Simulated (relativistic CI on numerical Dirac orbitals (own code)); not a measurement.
**Mn⁵⁺: M2,3 absorption edge**

Computed with this model: Dirac-Coulomb-Breit CI, KLI orbitals optimised for each configuration, model QED, valence Slater integrals scaled by 0.8, multiplet model of core-to-valence dipole absorption; configurations [Ar] 3d2 → [Ne] 3s2 3p5 3d3; 80 K; Lorentzian 0.8 eV and Gaussian 0.3 eV FWHM. Energies are those of the free ion, without screening or charge transfer. The branching ratio is the share of the lower-energy edge in the whole absorption, uncertain by about 0.02 where the edges overlap. S is read from ⟨S²⟩ = S(S + 1).

Field parameters in Wybourne normalisation: Oh B⁴₀ = 21Dq, B⁴₄ = √(5/14) B⁴₀. The field is a parameter set, without covalency.

Peaks in eV (height, largest 100): 54.6 (6), 58.6 (15), 60.5 (55), 66.5 (100), 71.0 (18), 72.0 (11).

(1) Which surroundings give this spectrum?
A. Oh, 10Dq = 35400 cm⁻¹
B. Oh, 10Dq = 20650 cm⁻¹
C. Oh, 10Dq = 28050 cm⁻¹
D. free ion

Results:

(1) C. Oh, 10Dq = 28050 cm⁻¹, where the ground state has S = 1.00.
